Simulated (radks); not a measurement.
Question: The mean radii <r> (bohr) of the occupied orbitals of an atom or ion are listed with their occupations. Calculated with a radial shooting solver on a logarithmic mesh with Libxc functionals: non-relativistic Kohn-Sham, LB94 model potential, spin-polarised, spherical densities, point nucleus.

| orbital | occ. | <r> |
|---|---|---|
| 1s up | 1 | 0.02261 |
| 1s down | 1 | 0.02261 |
| 2s down | 1 | 0.09596 |
| 2s up | 1 | 0.09596 |
| 2p down | 3 | 0.08127 |
| 2p up | 3 | 0.08127 |
| 3s up | 1 | 0.2463 |
| 3s down | 1 | 0.2461 |
| 3p up | 3 | 0.2360 |
| 3p down | 3 | 0.2359 |
| 3d down | 5 | 0.2084 |
| 3d up | 5 | 0.2085 |
| 4s up | 1 | 0.5523 |
| 4s down | 1 | 0.5528 |
| 4p up | 3 | 0.5623 |
| 4p down | 3 | 0.5629 |
| 4d up | 5 | 0.5850 |
| 4d down | 5 | 0.5859 |
| 5s up | 1 | 1.164 |
| 5s down | 1 | 1.169 |
| 4f up | 7 | 0.6491 |
| 4f down | 1 | 0.6512 |

Name the element and its charge. Open shells, if any, are filled with parallel spins first.

Answer: Z = 67, holmium, charge +11: Ho11+ in [Kr] 4d10 4f8 5s2. The 1s radius gives Z: for a bare nucleus <r> = 1.5/Z, 0.02239 bohr for Z = 67, and screening makes it slightly larger (0.02261 here). The occupations add up to 56, and the charge is Z minus that.
